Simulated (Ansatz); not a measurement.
Steps of a relaxation of `[OH][GeH]([Cl])[Br]` with RKS PBE-D4/def2-SVP.

```sh
$ ansatz run in.yaml --threads 4 --pin off --events-out ev --progress --plain --max-ram 10444MiB
```

```yaml
crystal:
  periodic: [false, false, false]
  atoms:
    - {symbol: O, position_ang: [-1.215900, 0.585100, 0.510800]}
    - {symbol: Ge, position_ang: [0.321900, 0.032100, -0.065700]}
    - {symbol: Cl, position_ang: [1.849500, 0.800400, 1.217900]}
    - {symbol: Br, position_ang: [0.420700, -2.281700, -0.017800]}
    - {symbol: H, position_ang: [-1.909600, 0.261600, -0.175200]}
    - {symbol: H, position_ang: [0.575500, 0.538500, -1.516200]}
basis:
  gaussian: {orbitals: def2-SVP}
hamiltonian: {xc: pbe, dispersion: d4}
relax: {f_tol: 0.03, max_steps: 200}
```

Positions (Å) and forces (eV/Å) along the path, 17 of 17 steps:

```xyz
6
step=1 energy=-141122.2133 eV
O    -1.216    0.585    0.511   -2.573   -0.224   -0.850
Ge    0.322    0.032   -0.066    1.261   -0.387   -0.936
Cl    1.849    0.800    1.218    0.090    0.138    0.245
Br    0.421   -2.282   -0.018   -0.007   -0.103   -0.017
H    -1.910    0.262   -0.175    1.171    0.696    1.470
H     0.576    0.538   -1.516    0.057   -0.119    0.088
6
step=2 energy=-141122.3168 eV
O    -1.215    0.607    0.512   -1.051   -0.150   -0.418
Ge    0.331    0.029   -0.106    0.651   -0.184   -0.235
Cl    1.801    0.826    1.252   -0.027    0.007   -0.003
Br    0.427   -2.292   -0.054   -0.025    0.027   -0.003
H    -1.929    0.272   -0.096    0.446    0.311    0.598
H     0.628    0.494   -1.556    0.006   -0.010    0.060
6
step=3 energy=-141122.3372 eV
O    -1.223    0.608    0.501    0.054    0.038   -0.043
Ge    0.344    0.029   -0.120    0.068   -0.021    0.038
Cl    1.793    0.839    1.255   -0.044   -0.024   -0.028
Br    0.410   -2.292   -0.062    0.005    0.018   -0.003
H    -1.945    0.261   -0.058   -0.088   -0.024    0.028
H     0.662    0.492   -1.562    0.003    0.014    0.007
6
step=4 energy=-141122.3407 eV
O    -1.218    0.655    0.466   -0.154   -0.209   -0.198
Ge    0.345    0.028   -0.126   -0.014    0.097   -0.010
Cl    1.784    0.831    1.259    0.012   -0.005    0.020
Br    0.406   -2.291   -0.071   -0.038    0.006    0.012
H    -1.958    0.219   -0.013    0.179    0.120    0.180
H     0.683    0.494   -1.562    0.015   -0.008   -0.004
6
step=5 energy=-141122.3443 eV
O    -1.218    0.673    0.437   -0.256   -0.293   -0.257
Ge    0.354    0.043   -0.136   -0.118    0.073    0.003
Cl    1.784    0.830    1.266    0.022    0.010    0.018
Br    0.372   -2.276   -0.072   -0.021   -0.016    0.002
H    -1.961    0.167    0.029    0.350    0.224    0.226
H     0.712    0.500   -1.570    0.022    0.003    0.008
6
step=6 energy=-141122.3485 eV
O    -1.222    0.696    0.401   -0.289   -0.366   -0.246
Ge    0.352    0.050   -0.147   -0.076    0.090   -0.002
Cl    1.777    0.833    1.264    0.030    0.001    0.042
Br    0.342   -2.270   -0.079   -0.028    0.004    0.004
H    -1.960    0.120    0.084    0.382    0.282    0.196
H     0.753    0.507   -1.569   -0.018   -0.010    0.006
6
step=7 energy=-141122.3692 eV
O    -1.238    0.719    0.252   -0.181    0.000   -0.038
Ge    0.362    0.071   -0.176   -0.048    0.014   -0.017
Cl    1.758    0.834    1.285    0.008   -0.026    0.041
Br    0.265   -2.243   -0.093    0.018   -0.058    0.010
H    -1.932    0.026    0.259    0.206    0.060    0.033
H     0.828    0.528   -1.572   -0.003    0.011   -0.029
6
step=8 energy=-141122.3948 eV
O    -1.279    0.739    0.116    0.059   -0.098   -0.131
Ge    0.345    0.079   -0.214    0.053   -0.001    0.136
Cl    1.702    0.800    1.320   -0.047   -0.033   -0.041
Br    0.278   -2.242   -0.107   -0.040    0.056    0.000
H    -1.873    0.028    0.428    0.014    0.026    0.062
H     0.867    0.532   -1.589   -0.039    0.051   -0.026
6
step=9 energy=-141122.4032 eV
O    -1.275    0.697    0.027   -0.216    0.283   -0.207
Ge    0.351    0.055   -0.215    0.242   -0.166   -0.453
Cl    1.646    0.789    1.344    0.124    0.027    0.148
Br    0.327   -2.272   -0.134   -0.016    0.101    0.025
H    -1.869    0.124    0.538   -0.027   -0.179    0.186
H     0.863    0.543   -1.605   -0.107   -0.067    0.301
6
step=10 energy=-141122.2546 eV rejected
O    -1.339    0.631   -0.144   -1.248   -1.326    2.650
Ge    0.351    0.073   -0.247    0.003   -0.171   -0.210
Cl    1.629    0.749    1.373   -0.111    0.058    0.009
Br    0.303   -2.248   -0.123    0.066   -0.002   -0.015
H    -1.794    0.149    0.695    1.294    1.461   -2.498
H     0.892    0.583   -1.600   -0.004   -0.020    0.064
6
step=11 energy=-141122.4272 eV
O    -1.309    0.665   -0.053    0.027   -0.035   -0.056
Ge    0.349    0.044   -0.246   -0.095    0.054    0.003
Cl    1.621    0.756    1.359    0.009    0.018    0.034
Br    0.341   -2.272   -0.118   -0.001    0.002   -0.039
H    -1.823    0.167    0.611    0.070    0.012    0.026
H     0.863    0.576   -1.598   -0.011   -0.050    0.032
6
step=12 energy=-141122.4304 eV
O    -1.313    0.656   -0.067    0.053   -0.037   -0.058
Ge    0.348    0.039   -0.249   -0.085    0.071    0.006
Cl    1.601    0.764    1.366    0.009   -0.003    0.022
Br    0.343   -2.277   -0.131    0.009   -0.001   -0.023
H    -1.802    0.184    0.633    0.012    0.007    0.044
H     0.865    0.570   -1.599    0.003   -0.037    0.008
6
step=13 energy=-141122.3749 eV rejected
O    -1.336    0.602   -0.147   -0.855   -0.599    1.852
Ge    0.345    0.025   -0.262   -0.056    0.014   -0.103
Cl    1.546    0.741    1.396   -0.016    0.044    0.012
Br    0.396   -2.289   -0.154    0.017   -0.041   -0.024
H    -1.770    0.289    0.732    0.876    0.628   -1.785
H     0.861    0.567   -1.610    0.035   -0.046    0.047
6
step=14 energy=-141122.4345 eV
O    -1.327    0.631   -0.092    0.004   -0.019    0.001
Ge    0.341    0.035   -0.257   -0.012   -0.009    0.011
Cl    1.565    0.762    1.381   -0.001    0.005    0.005
Br    0.367   -2.282   -0.152    0.007   -0.002   -0.011
H    -1.777    0.235    0.680    0.021    0.026   -0.016
H     0.873    0.555   -1.605   -0.018   -0.001    0.009
6
step=15 energy=-141122.4337 eV rejected
O    -1.337    0.609   -0.116   -0.178   -0.137    0.374
Ge    0.334    0.021   -0.259    0.048   -0.015   -0.028
Cl    1.535    0.763    1.392   -0.019   -0.014   -0.001
Br    0.397   -2.297   -0.179   -0.002    0.018    0.015
H    -1.758    0.295    0.718    0.157    0.139   -0.350
H     0.871    0.545   -1.602   -0.005    0.008   -0.010
6
step=16 energy=-141122.4354 eV
O    -1.331    0.621   -0.104   -0.033   -0.042    0.070
Ge    0.339    0.029   -0.260   -0.001   -0.011    0.010
Cl    1.548    0.759    1.389   -0.002    0.003   -0.006
Br    0.383   -2.288   -0.162    0.003    0.000   -0.006
H    -1.765    0.264    0.697    0.033    0.046   -0.070
H     0.868    0.551   -1.607    0.000    0.004    0.001
6
step=17 energy=-141122.4359 eV
O    -1.335    0.608   -0.111    0.018   -0.002   -0.007
Ge    0.337    0.022   -0.262   -0.020    0.002    0.003
Cl    1.535    0.757    1.392    0.002    0.002    0.003
Br    0.397   -2.295   -0.172    0.003   -0.001   -0.003
H    -1.758    0.294    0.712    0.000    0.000    0.002
H     0.867    0.550   -1.606   -0.003   -0.002    0.002
```

Run time 20 s (4 threads of an Arm Neoverse V1 on a shared host); peak host memory 0.17 GiB.
